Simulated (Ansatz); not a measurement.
Level of theory: B3LYP-D3(BJ)/def2-TZVP // PBE0-D3(BJ)/def2-SVP (Ansatz, an electronic-structure program). All species are isolated molecules in the gas phase. One relaxed conformer stands for a flexible species; it need not be the lowest. B3LYP has the VWN-RPA correlation part, as in Gaussian.  In the def2 sets, heavy atoms carry core potentials.

Reference species (SMILES): `[CH3][Sn]([OH])([OH])[OH]` (neutral, multiplicity 1).

```json
{
 "vertical ionisation energy (Delta-SCF)": "10.26 eV",
 "HOMO": "-8.13 eV",
 "LUMO": "-1.26 eV",
 "HOMO–LUMO gap": "6.86 eV"
}
```

Changed species: `[OH][Sn]([OH])([CH]1CCCC1)[OH]` (Y = cyclopentyl; the reference has Y = methyl).

**Question.** Predict the effect on the vertical ionisation energy (Delta-SCF), HOMO, LUMO and HOMO–LUMO gap.

**Answer.** the vertical ionisation energy (Delta-SCF) drops by 0.72 eV, to 9.54 eV; the HOMO rises by 0.44 eV, to -7.69 eV; the LUMO rises by 0.08 eV, to -1.18 eV; the HOMO–LUMO gap falls by 0.35 eV, to 6.51 eV.
